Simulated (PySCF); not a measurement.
Electron affinity of Ni by level of theory

Ni⁻ [Ar] 3d9 4s2 (2D) → Ni [Ar] 3d8 4s2 (3F), as a difference of total energies. All numbers are calculated (PySCF 2.14, scalar relativity by spin-free X2C-1e, in aug-cc-pVDZ-DK). Correlated levels: valence: [Ar] frozen. The calculations carry no spin-orbit coupling.

**Question.** Order these methods by the electron affinity they give, lowest first.
A. PBE0
B. revPBE
C. MP2 (valence)
D. BHandHLYP

**Answer.** D (0.191 eV), A (0.976 eV), C (1.169 eV), B (1.643 eV).

A first-order spin-orbit estimate (lowest level to lowest level, LS coupling) adds -0.049 eV.

Errors of the correlated levels include the incompleteness of this basis and the frozen core.

A negative affinity means that the anion lies above the atom at that level of theory.

In the anion the highest occupied orbital energy is positive at LDA, PBE, PBE0, r2SCAN, r2SCAN0, revPBE, BHandHLYP, a self-interaction effect; the basis confines that electron, and the energy difference can still be sensible.

For comparison: 1.157 eV (measured; photodetachment measurements, as compiled on the Wikipedia data page of electron affinities).
